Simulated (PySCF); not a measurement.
## TDDFT excited states: C3H9AlO

Species: C₃H₉AlO.
Bonds: C1–C2, C2–C3, C2–O4, O4–Al5. Hydrogens: H6, H7, H8 on C1; H9 on C2; H10, H11, H12 on C3; H13, H14 on Al5.

Level of theory: PySCF, TDDFT CAM-B3LYP/def2-SVPD, vertical, gas phase, core orbitals frozen in the response. The structure is a single PBE0-D3(BJ)/def2-SVP conformer in the gas phase; no vibrational or solvent corrections. Torsions of this conformer, `[CH3:1][CH:2]([CH3:3])[O:4][AlH2:5]`: C1–C2–O4–Al5 4°.

Question: List the vertical singlet excitations with oscillator strengths and describe the spectrum.

Answer: 

| state | E (eV) | λ (nm) | ν̃ (cm⁻¹) | f | \|μ\| (D) | main configurations (H = HOMO, L = LUMO) |
| --- | --- | --- | --- | --- | --- | --- |
| S1 | 5.61 | 221.1 | 45230 | 0.0000 | 0.04 | H→L (93%) |
| S2 | 6.61 | 187.5 | 53320 | 0.087 | 1.87 | H-1→L (84%) |
| S3 | 6.69 | 185.3 | 53960 | 0.011 | 0.65 | H-2→L (84%), H-1→L (8%) |
| S4 | 7.22 | 171.8 | 58200 | 0.028 | 1.02 | H→L+1 (55%), H→L+2 (32%) |
| S5 | 7.47 | 166.1 | 60220 | 0.017 | 0.77 | H-1→L+1 (65%), H-1→L+2 (24%) |
| S6 | 7.81 | 158.8 | 62970 | 0.035 | 1.08 | H→L+2 (45%), H→L+1 (34%), H-2→L+2 (11%) |

The lowest singlet lies at 5.61 eV (221 nm, ultraviolet) and is dark (f under 0.0005); its leading configuration is HOMO→LUMO (93%). The most intense listed level is S2 at 6.61 eV (188 nm, f = 0.087), 1.00 eV above S1. Löwdin shares by element: HOMO oxygen 35%, hydrogen 26% or more, aluminium 19% (atoms not listed hold the other 21%); LUMO aluminium 59%, hydrogen 22% or more, oxygen 16%. The listed states span 2.20 eV, and the widest gap between neighbours is 1.00 eV (S1 to S2). Of the 6 states listed, 5 reach f = 0.01 and 1 stays under 0.0005. The oscillator strengths of these states sum to 0.178; summed over the whole spectrum of an exact calculation they would give the number of electrons, 48 (Thomas–Reiche–Kuhn). No computed singlet lies in the visible range (380 to 750 nm); the lowest, at 221 nm, stands 2.34 eV above its violet end (3.26 eV). Singlets were solved by full linear response.
